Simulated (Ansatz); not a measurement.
`[SiH3][SiH2]B1C[SiH2]1`, charge 0, multiplicity 1.

Question: Give a relaxed structure at PBE0-D4/def2-TZVP (Ansatz 0.2.0). (Best estimate.)

Answer: Computed: 
Cartesian coordinates in Å:
```
Si -0.6368 -1.7648 -2.0585
Si -0.9208 -1.0534 0.1582
B 0.2010 0.5589 0.3878
C -0.0292 1.9719 0.7977
Si 1.6984 1.1257 1.4200
H 0.7971 -2.0561 -2.3285
H -1.4277 -2.9976 -2.3231
H -1.0863 -0.7062 -3.0032
H -2.3759 -0.8129 0.3871
H -0.4846 -2.1672 1.0479
H -0.9716 2.3212 1.2156
H 0.5839 2.8166 0.4686
H 2.7003 2.1451 1.0367
H 1.9523 0.6188 2.7937
```
This is one stationary point; other conformers may exist.
